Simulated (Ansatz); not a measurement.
`[AlH2][SiH]1C[SiH2]1` + H₂Se → `[SeH][SiH]1C[SiH2]1` + `[AlH3]`  (cleavage of the Si–Al bond)

Gas-phase electronic energies from Ansatz, PBE0-D4/def2-TZVP geometries. CCSD(T)/CBS adds triple-zeta CCSD(T) − MP2 to the extrapolated MP2 energy (def2 sets, frozen cores). This one scheme is used for every species. DFT in def2-TZVPP. B3LYP here is the variant with VWN-RPA as its local correlation; programs differ in this. For Se outer-core shells are correlated without core-valence functions, which leaves a few kJ/mol of doubt a bond. Scalar relativity is left out up to krypton. Each species was taken in one conformer, which may not be the lowest.

(1) Is it downhill or uphill in electronic energy at CCSD(T)/CBS, and by how much? (Best estimate.)

(2) What do these levels give: r2SCAN-D4, B2PLYP, PBE0, B3LYP, HF/def2-QZVPP, HF/CBS(def2)? (Estimate.)

Largest T1 diagnostic among the species: 0.015.

Answers

(1) Computed: Downhill: ΔE = -10.0 kJ/mol.

(2) The calculation gave: r2SCAN-D4 0.4, B2PLYP -14.7, PBE0 0.7, B3LYP -13.8, HF/def2-QZVPP -49.6, HF/CBS(def2) -49.7 kJ/mol.

From PBE to PBE0 (25 % exact exchange), in def2-TZVPP and without D4, ΔE moves by −9.3 kJ/mol. In def2-TZVPP, CCSD(T) changes the Hartree–Fock value by +43.3 kJ/mol (the triples alone add +7.4 kJ/mol) and MP2 by +33.5 kJ/mol.
